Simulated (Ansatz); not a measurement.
**Reading a saddle point**

A first-order saddle point of BNH5O2F, closed shell, PBE0-D4/def2-TZVP, with one imaginary mode of 919i cm⁻¹:

```xyz
10
angstrom
B -0.3326 0.2580 -0.1435
F 0.8711 -0.7825 -1.2416
O 0.0669 1.5377 -0.4471
O -1.6193 -0.1476 -0.3359
H 0.9368 -0.9880 -0.0430
N 0.3891 -0.5608 0.9465
H 0.9798 1.5833 -0.7365
H -2.0505 0.3629 -1.0247
H 0.9610 -0.0399 1.5956
H -0.2022 -1.2231 1.4302
```

Ansatz 0.2.0; basis: def2-TZVPP and def2-QZVPP; cores frozen in the correlated methods. Extrapolation: Hartree–Fock as exp(−7.88 √X), correlation as X^−2.97.

Which contacts change along the imaginary mode, and what lies on either side? (Judge from chemistry; the calculation decides.)

The calculation gives: The step is BH₂O₂F ([OH][B]([OH])[F]) + NH₃ → BNH₄O₂ ([NH2][B]([OH])[OH]) + HF, with the molecules in contact on both sides. Shortening one way: B1–N6, F2–H5; lengthening the same way: B1–F2, H5–N6.
| pair | one side (Å) | saddle (Å) | other side (Å) |
| --- | --- | --- | --- |
| B1–N6 | 1.70 | 1.54 | 1.45 |
| F2–H5 | 2.57 | 1.22 | 0.96 |
| B1–F2 | 1.40 | 1.93 | 3.10 |
| H5–N6 | 1.01 | 1.21 | 1.71 |

Which side is lower, and how far does the saddle lie above each? (Judge from chemistry; the value comes from the calculation.)

The calculation gives: The side with B1–F2, H5–N6 short is lower by 47.4 kJ/mol; the saddle lies 135.8 kJ/mol above it and 88.4 kJ/mol above the other (CCSD(T) at an estimated basis limit (MP2 extrapolated from triple and quadruple zeta, plus CCSD(T) − MP2 in triple zeta); electronic energies).

T1 diagnostic: at most 0.013.

The step is the kind of exchange with an N–H group that builds nitride films in atomic layer and chemical vapour deposition.

Labels in which every atom is bracketed show which atoms are joined, not bond orders.

For scale, one of the runs: CCSD(T)/def2-TZVPP, 225 basis functions, launched by `ansatz run in.yaml --threads 4 --pin off --events-out ev --progress --plain --max-ram 9574MiB`. The run took 3.1 min on 4 CPU threads of an Arm Neoverse N1 (shared host), with 4.1 GiB of host memory at its peak.
